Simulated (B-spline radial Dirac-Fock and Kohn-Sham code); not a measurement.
# W⁺: L2-M45M45 lines in intermediate coupling

System: the W⁺ ion in the configuration [Xe] 4f14 5d3 6s2 (not the ground configuration).

These are calculated numbers from a radial atomic solver; the model is Dirac-Fock energy differences between relaxed states, corrected for Breit and QED terms. The two-hole levels come from diagonalising the Coulomb interaction among the jj configurations; intensities are independent-particle Coulomb rates. Kinetic energies are from the vacuum level. No correlation. Open outer shells are spectators and are not coupled to the holes.

```
kinetic energy (eV)  J  leading jj holes (weight)  leading LS term (weight)  intensity (%)
             7691.5  0                M4M4 (0.99)                ¹S0 (0.52)            2.2
             7715.3  2                M4M4 (0.99)                ³F2 (0.59)           16.9
             7768.1  4                M4M5 (0.99)                ¹G4 (0.87)           68.1
             7769.4  1                M4M5 (1.00)                ³P1 (1.00)            1.1
             7773.9  2                M4M5 (0.99)                ³P2 (0.51)            1.3
             7783.2  3                M4M5 (1.00)                ³F3 (1.00)            8.4
             7816.2  0                M5M5 (0.99)                ³P0 (0.52)            0.1
             7835.0  2                M5M5 (1.00)                ¹D2 (0.49)            1.6
             7843.6  4                M5M5 (0.99)                ³F4 (0.87)            0.2
```

The strongest line, by its leading LS label ¹G4, lies at 7768.1 eV. The mean weight of the leading component is 0.99 in jj and 0.71 in LS coupling, so jj labels describe these levels better.
